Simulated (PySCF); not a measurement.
C8H10NP.
SMILES: `c1cccc2CP(N)Cc21`

The closed-shell ground state was solved at several levels (PySCF, density fitting, gas phase, non-relativistic). One conformer (not necessarily the lowest) at the PBE0-D3(BJ)/def2-SVP geometry, without solvent, vibrations or thermal averaging.

```csv
level,basis functions,total energy (Eh),HOMO (eV),LUMO (eV),gap (eV),dipole (D)
B97-2/pcSseg-1,227,-706.8235,-6.43,-0.36,6.07,1.37
B3LYP/def2-SVPD,284,-706.6671,-6.45,-0.58,5.87,1.29
```

Question: What might PBE0/pcSseg-1 (227 basis functions) give for the same quantities?

Answer: Total energy -706.3738 Eh, HOMO -6.67 eV, LUMO -0.32 eV, gap 6.35 eV, dipole 1.39 D.

Question: Over all these levels, which gives the widest orbital gap and which the narrowest?

Answer: PBE0/pcSseg-1 (global hybrid, 25 % exact exchange) has the widest, 6.35 eV, and B3LYP/def2-SVPD (global hybrid, 20 % exact exchange) the narrowest, 5.87 eV. Functional and basis both differ between the two, so the spread mixes both effects.

Question: How far do the dipole and the HOMO energy spread over the levels?

Answer: The dipole runs from 1.29 to 1.39 D (mean 1.35 D) and the HOMO from -6.67 to -6.43 eV.
